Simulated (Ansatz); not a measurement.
Ansatz results at the PBE0-D4/def2-TZVP geometry: LUMO energy (PBE/def2-TZVPP) -1.64 eV; HOMO–LUMO gap (PBE/def2-TZVPP) 3.18 eV; HOMO–LUMO gap (ωB97M-V/def2-TZVPP) 8.32 eV.

Each molecule was computed in one conformer, which needn't be the lowest.

(1) Which molecule gave them?
A. `[CH3][Ag-][OH2+]`
B. `[OH2+][Ag-][Br]`
C. `C[S][Ag]`
D. `[NH3+][Ag-][Br]`

Results:

(1) A. The others give `C[S][Ag]`: -3.37, 1.47, 6.85; `[NH3+][Ag-][Br]`: -1.94, 3.38, 8.83; `[OH2+][Ag-][Br]`: -2.53, 2.97, 8.58.
